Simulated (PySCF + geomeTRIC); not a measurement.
Method: PySCF + geomeTRIC with TPSSh-D3(BJ)/def2-TZVP. fastk is a local helper that only speeds up exchange builds. No frequencies were computed at this level.

```python
import json, numpy as np
from pyscf import gto, dft
from fastk import lowrank_exchange
atoms = """
Al    -0.095694     0.010874     0.123641
Cl     1.889313    -0.217993     0.375547
H     -0.730648     1.390679    -0.114196
H     -1.062969    -1.183559     0.159272
"""
def scf(charge, spin, dm0=None):
    mol = gto.M(atom=atoms, basis='def2-tzvp', ecp={}, charge=charge, spin=spin, verbose=3, max_memory=3780)
    mf = dft.KS(mol, xc='tpssh').density_fit(auxbasis="def2-universal-jkfit")
    mf.disp = 'd3bj'
    mf.grids.level = 3
    mf.conv_tol = 1e-8
    mf.max_cycle = 60
    mf.kernel(dm0)
    if not mf.converged:
        mf = mf.newton().run(mf.mo_coeff, mf.mo_occ).undo_soscf()
    return mf
mf = scf(0, 0)
from pyscf.geomopt.geometric_solver import kernel as optimize
path = []
done, mol = optimize(mf, maxsteps=80, assert_convergence=False, callback=lambda env: path.append((env["energy"], bool(env["g_scanner"].converged))))
res = dict(converged=bool(done and path[-1][1]), energy=path[-1][0], path=[e for e, c in path], xyz=mol.atom_coords(unit="Angstrom").tolist(), nao=mol.nao)
json.dump(res, open("result.json", "w"))
```

Output:

```
converged SCF energy = -703.934779814689
Geometry optimization cycle 1
converged SCF energy = -703.934779814687
cycle 1: E = -703.934779815  dE = -703.935  norm(grad) = 0.0459994
Geometry optimization cycle 2
converged SCF energy = -703.938355242212
cycle 2: E = -703.938355242  dE = -0.00357543  norm(grad) = 0.0204601
Geometry optimization cycle 3
converged SCF energy = -703.93900299103
cycle 3: E = -703.939002991  dE = -0.000647749  norm(grad) = 0.00638221
Geometry optimization cycle 4
converged SCF energy = -703.939093304721
cycle 4: E = -703.939093305  dE = -9.03137e-05  norm(grad) = 0.00110095
Geometry optimization cycle 5
converged SCF energy = -703.939095156403
cycle 5: E = -703.939095156  dE = -1.85168e-06  norm(grad) = 0.00121006
Geometry optimization cycle 6
converged SCF energy = -703.939101630716
cycle 6: E = -703.939101631  dE = -6.47431e-06  norm(grad) = 0.000465161
Geometry optimization cycle 7
converged SCF energy = -703.939102199744
cycle 7: E = -703.9391022  dE = -5.69029e-07  norm(grad) = 6.95046e-05
<class 'geometric.internal.Distance'> : 3
<class 'geometric.internal.Angle'> : 2
<class 'geometric.internal.OutOfPlane'> : 1
<class 'geometric.internal.TranslationX'> : 1
<class 'geometric.internal.TranslationY'> : 1
<class 'geometric.internal.TranslationZ'> : 1
<class 'geometric.internal.RotationA'> : 1
<class 'geometric.internal.RotationB'> : 1
<class 'geometric.internal.RotationC'> : 1
Step    0 : Gradient = 2.300e-02/3.194e-02 (rms/max) Energy = -703.9347798147
Step    1 : Displace = 5.882e-02/7.698e-02 (rms/max) Trust = 1.000e-01 (=) Grad = 1.023e-02/1.617e-02 (rms/max) E (change) = -703.9383552422 (-3.575e-03) Quality = 1.173
Step    2 : Displace = 2.719e-02/3.098e-02 (rms/max) Trust = 1.414e-01 (+) Grad = 3.191e-03/5.431e-03 (rms/max) E (change) = -703.9390029910 (-6.477e-04) Quality = 1.192
Step    3 : Displace = 1.127e-02/1.494e-02 (rms/max) Trust = 2.000e-01 (+) Grad = 5.505e-04/7.713e-04 (rms/max) E (change) = -703.9390933047 (-9.031e-05) Quality = 1.053
Step    4 : Displace = 6.662e-03/1.003e-02 (rms/max) Trust = 2.828e-01 (+) Grad = 6.050e-04/9.280e-04 (rms/max) E (change) = -703.9390951564 (-1.852e-06) Quality = 0.200
Step    5 : Displace = 3.303e-03/5.252e-03 (rms/max) Trust = 3.331e-03 (-) Grad = 2.326e-04/3.198e-04 (rms/max) E (change) = -703.9391016307 (-6.474e-06) Quality = 0.976
Step    6 : Displace = 1.069e-03/1.346e-03 (rms/max) Trust = 4.711e-03 (+) Grad = 3.475e-05/5.172e-05 (rms/max) E (change) = -703.9391021997 (-5.690e-07) Quality = 0.973
Converged! =D
```

Cost: around 50 core-seconds (rough).
